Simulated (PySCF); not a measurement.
## Working out the excitation energy of N

N [He] 2s2 2p3 (4S) → N [He] 2s1 2p4 (4P). Calculation: PySCF 2.14, in aug-cc-pVDZ; no relativity, point nucleus. Frozen: 1s2. Energies in hartree (1 hartree = 27.21139 eV):

```json
{"part": "UHF", "N (lower)": "-54.393183", "N (upper)": "-53.989537"}
{"part": "CCSD correlation", "N (lower)": "-0.092524", "N (upper)": "-0.096135"}
{"part": "(T)", "N (lower)": "-0.001274", "N (upper)": "-0.003558"}
```

**Question.** What does Hartree-Fock give?

**Answer.** (-53.989537) − (-54.393183) = 0.403646 hartree = 10.984 eV.

**Question.** What do CCSD and CCSD(T) give?

**Answer.** The CCSD correlation energies differ by -0.003611 hartree = -0.098 eV and the triples by -0.002284 hartree = -0.062 eV, so CCSD gives 10.886 eV and CCSD(T) 10.824 eV.

Measured between the centres of the two terms (NIST): 10.927 eV, so CCSD(T) (valence) is off by -0.103 eV.

A double-zeta basis recovers only part of the correlation energy.

The coupled-cluster amplitudes are large, so a single reference is strained.

What remains against the reference includes basis incompleteness, the frozen core and higher excitations.
